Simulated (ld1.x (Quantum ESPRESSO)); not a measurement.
## oxygen (O): variants of one TM semilocal potential

Base potential:

O, norm-conserving Troullier–Martins (semilocal form), made with ld1.x (Quantum ESPRESSO) 7.5 (PBE, scalar-relativistic). Core [He], reference 2s1.5 2p4.5. Waves: 2p (bound): rc 1.50 bohr; 2s (bound): rc 0.65 bohr. Local part: the s channel. Core correction: Bessel-smoothed model core inside 0.30 bohr.

Cutoffs, loose and tight: the cutoffs (Ry, on a coarse ladder) from which the occupation-weighted sum of valence levels, in a spherical-Bessel basis at the reference potential, stays within 10 and 1 mRy of its value at 400 Ry. They do not see the model core or the augmentation charge, which bear on the density cutoff. Test errors are all-electron minus pseudo excitation energies from the reference, over the configurations 2s2 2p4; 2s2 2p3; 2s2 2p2; 2s2 2p0; 2s2 2p4.3; 2s1 2p5; 2s1 2p4. A dash means not determined; rows that change the core or the reference have their own tests.

A semilocal file is local in each channel, so a ghost entry of none says nothing of the separable form that plane-wave codes build from it.

```csv
change,outcome,"cutoff, loose","cutoff, tight",bound ghosts,largest test error (meV)
base,generated,140 Ry,230 Ry,none,+2454
core correction none,generated,140 Ry,230 Ry,none,+2569
core correction Bessel-smoothed model core inside 0.26 bohr,generated,140 Ry,230 Ry,none,+2453
core correction Bessel-smoothed model core inside 0.32 bohr,generated,140 Ry,230 Ry,none,+2454
core correction Bessel-smoothed model core inside 0.38 bohr,generated,140 Ry,230 Ry,none,+2461
core correction Bessel-smoothed model core inside 0.44 bohr,generated,140 Ry,230 Ry,none,+2489
core correction Bessel-smoothed model core inside 0.54 bohr,generated,140 Ry,230 Ry,none,+2564
core correction Bessel-smoothed model core inside 0.58 bohr,generated,140 Ry,230 Ry,none,+2560
core correction Bessel-smoothed model core inside 0.64 bohr,generated,140 Ry,230 Ry,none,+2499
core correction Bessel-smoothed model core inside 0.72 bohr,generated,140 Ry,230 Ry,none,+2430
core correction Bessel-smoothed model core inside 0.76 bohr,generated,140 Ry,230 Ry,none,+2457
```
